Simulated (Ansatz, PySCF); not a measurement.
Noncovalent pair: HBr (SMILES Br) (first 2 atoms) with H4OSi (SMILES O[SiH3]); geometry from B3LYP-D3(BJ)/def2-TZVP, rigid monomers moved along the line of their centres of mass till Br1···H5 is 3.80 Å.
(charge 0, multiplicity 1):
```xyz
8

Br    -0.4673    -1.3769    -0.0963
H      0.4134    -0.3081     0.2541
O     -0.8975     0.3212     4.1970
Si     0.7022     0.6576     4.3979
H     -1.1446    -0.2668     3.4758
H      1.4860    -0.5352     4.7995
H      0.7840     1.6965     5.4420
H      1.3045     1.1772     3.1375
```

Quantity: the interaction energy.

Counterpoise-corrected where a basis set is named; no monomer relaxation.

Correlated levels freeze the cores. Filled d and f shells under p-block atoms count as core. CBS(a, b) extrapolates the correlation energy as X⁻³ and adds the Hartree–Fock energy of set b.

Programs: Ansatz (a program for electronic structure); PySCF for the dispersion terms. Each number belongs to the level named beside it.

Costs are ratios of core time to PBE/def2-TZVPPD (roughly 5 s), for whole runs (searches for the state included, and forces where a run took them) on one shared machine, so rough; each difference counts from -41.3 meV (CCSD(T)/CBS(def2-SVPD, def2-TZVPPD), a level with limits of its own).

A star marks coupled-cluster runs past 200 virtual orbitals, where the program's memory plan changes under this machine's limit, so their costs aren't comparable with smaller runs.

```tsv
level	basis functions	cost
PBE/def2-TZVPPD	230	×1
PBE-D3(BJ)/def2-TZVPPD	230	×1
PBE0/def2-TZVPPD	230	×1
PBE0-D3(BJ)/def2-TZVPPD	230	×1
B3LYP/def2-TZVPPD	230	×1
B3LYP-D3(BJ)/def2-TZVPPD	230	×1
r2SCAN/def2-TZVPPD	230	×2
r2SCAN-D3(BJ)/def2-TZVPPD	230	×2
wB97X-V/def2-TZVPPD	230	×3
wB97M-V/def2-TZVPPD	230	×4
CCSD(T)/def2-SVPD	128	×4
CCSD(T)/def2-TZVPPD	230	×100*
```

Problem. With a budget of 30 times the cost of PBE/def2-TZVPPD, which level comes closest?

Solution. CCSD(T)/def2-SVPD, at 1.0 meV; next is wB97M-V/def2-TZVPPD at -1.2 meV.

Each difference (meV): PBE/def2-TZVPPD 6.1; PBE-D3(BJ)/def2-TZVPPD -14.7; PBE0/def2-TZVPPD 10.4; PBE0-D3(BJ)/def2-TZVPPD -11.9; B3LYP/def2-TZVPPD 23.9; B3LYP-D3(BJ)/def2-TZVPPD -7.8; r2SCAN/def2-TZVPPD 6.0; r2SCAN-D3(BJ)/def2-TZVPPD -6.1; wB97X-V/def2-TZVPPD -1.9; wB97M-V/def2-TZVPPD -1.2; CCSD(T)/def2-SVPD 1.0; CCSD(T)/def2-TZVPPD 0.5.
